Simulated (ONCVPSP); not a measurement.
# scandium: one change to an ONCV potential, before and after

```json
{
 "Element": "scandium",
 "Generator": "ONCVPSP 4.0.1",
 "Type": "optimised norm-conserving Vanderbilt (ONCV)",
 "Functional": "LDA (Perdew-Wang 92)",
 "Relativity": "scalar-relativistic",
 "Frozen core": "[Ne]",
 "Valence charge": "11",
 "Reference configuration": "3s2 3p6 3d1 4s1.75 4p0.25",
 "Partial waves": "3s+4s: rc 1.75 bohr, ncon 5, nbas 10, qcut 8.5 1/bohr, 2 projectors; 3p+4p: rc 1.70 bohr, ncon 4, nbas 8, qcut 10.3 1/bohr, 2 projectors; 3d: rc 2.50 bohr, ncon 3, nbas 8, qcut 7.6 1/bohr, 1 projector; f scattering state at 0.3 Ha: rc 2.60 bohr, ncon 5, nbas 8, qcut 4.4 1/bohr, 3 projectors, debl 3.5 Ha",
 "Local potential": "polynomial inside 1.15 bohr (lpopt 3, dvloc0 0 Ha)",
 "Core correction": "polynomial model core, fcfact 0.25"
}
```

Change: all radii but the core radius scaled by about 1.17 (s 2.06, p 2.00, d 2.94, f 3.04 bohr); local potential polynomial inside 1.34 bohr (lpopt 3, dvloc0 0 Ha).

Cutoffs: the cutoffs (Ha) at which the residual kinetic energy of the hardest occupied pseudo-wave falls to 1 and 0.1 mHa per electron; they do not see the model core or the augmentation charge, which bear on the density cutoff. Errors are all-electron minus pseudo energies relative to the spin-unpolarised reference configuration.

Task: Predict the effect on cutoff, ghosts and configuration errors.

Result: The potential gets softer (22 Ha and 27 Ha → 19 Ha and 23 Ha); of the 3 tests that both files solve, the error grows in 1 and shrinks in 0 by more than 15 % and 0.3 meV (median size 0.4 → 0.7 meV); neither file shows a bound ghost. A larger radius leaves more room for a smooth pseudo-wave, so fewer plane waves are needed.

```tsv
quantity	base	changed
cutoff, loose	22 Ha	19 Ha
cutoff, tight	27 Ha	23 Ha
loose cutoff by channel	s 22 Ha, p 18 Ha, d 18 Ha	s 19 Ha, p 17 Ha, d 15 Ha
bound ghosts	none	none
GHOST(+) flags under 300 eV	none	none
tests with a reliable result	3 of 4	3 of 4
error for 3s2 3p6 3d1 4s2 4p0, meV [ΔE -0.70 eV]	0.0	0.0
error for 3s2 3p6 3d1 4s1 4p0, meV [ΔE 6.36 eV]	-0.4	-0.7
error for 3s2 3p6 3d1 4s0 4p0, meV [ΔE 19.32 eV]	-2.9	-6.6
rms error of d²Exc/dni dnj with the model core, mHa	0.54	0.94
```
